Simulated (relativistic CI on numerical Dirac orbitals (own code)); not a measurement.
**Radial parameters of Pb³⁵⁺**

Method of calculation: Dirac-Coulomb-Breit CI, KLI orbitals optimised for each configuration, a model potential for QED, unscaled Slater integrals (own radial code, finite nucleus).

Slater integrals F^k, G^k are unscaled and averaged over j, outside the closed core [Ar] 3d10; ζ comes from projecting the Hamiltonian with its Breit term on Σ l·s of the shell.

- 4s2 4p6 4d10 4f: ζ(4f) = 17017 cm⁻¹; <r>(4f) = 0.3613, <r^2>(4f) = 0.1487 (bohr units).
- 4s2 4p6 4d9 4f2: ζ(4d) = 91072, F^2(4f,4f) = 292360, F^4(4f,4f) = 191290, F^6(4f,4f) = 140130, F^2(4d,4f) = 262780, F^4(4d,4f) = 170980, G^1(4d,4f) = 272190, G^3(4d,4f) = 187020, G^5(4d,4f) = 137210, ζ(4f) = 16870 cm⁻¹; <r>(4d) = 0.3833, <r^2>(4d) = 0.1681, <r>(4f) = 0.3618, <r^2>(4f) = 0.1491 (bohr units).
- 4s2 4p5 4d10 4f2: ζ(4p) = 761670, F^2(4f,4f) = 292310, F^4(4f,4f) = 191250, F^6(4f,4f) = 140100, F^2(4p,4f) = 267950, G^2(4p,4f) = 215340, G^4(4p,4f) = 157320, ζ(4f) = 16816 cm⁻¹; <r>(4p) = 0.3783, <r^2>(4p) = 0.1622, <r>(4f) = 0.3618, <r^2>(4f) = 0.1492 (bohr units).

Averages of the first 10 configurations, taken without configuration mixing, which lowers the lowest level and can move excited configurations by several eV; other configurations of the list can lie among them:

```json
{"Configuration": "4s2 4p6 4d10 4f", "Parity": "odd", "States": "14", "Average energy above the lowest level (eV)": "5.0"}
{"Configuration": "4s2 4p6 4d9 4f2", "Parity": "even", "States": "910", "Average energy above the lowest level (eV)": "265.4"}
{"Configuration": "4s2 4p6 4d10 5s", "Parity": "even", "States": "2", "Average energy above the lowest level (eV)": "264.2"}
{"Configuration": "4s2 4p5 4d10 4f2", "Parity": "odd", "States": "546", "Average energy above the lowest level (eV)": "544.7"}
{"Configuration": "4s2 4p6 4d10 5p", "Parity": "odd", "States": "6", "Average energy above the lowest level (eV)": "356.3"}
{"Configuration": "4s 4p6 4d10 4f2", "Parity": "even", "States": "182", "Average energy above the lowest level (eV)": "771.0"}
{"Configuration": "4s2 4p6 4d10 5d", "Parity": "even", "States": "10", "Average energy above the lowest level (eV)": "470.5"}
{"Configuration": "4s2 4p4 4d10 4f3", "Parity": "odd", "States": "5460", "Average energy above the lowest level (eV)": "1085.1"}
{"Configuration": "4s2 4p6 4d9 4f 5s", "Parity": "odd", "States": "280", "Average energy above the lowest level (eV)": "521.6"}
{"Configuration": "4s2 4p6 4d10 5f", "Parity": "odd", "States": "14", "Average energy above the lowest level (eV)": "581.8"}
```
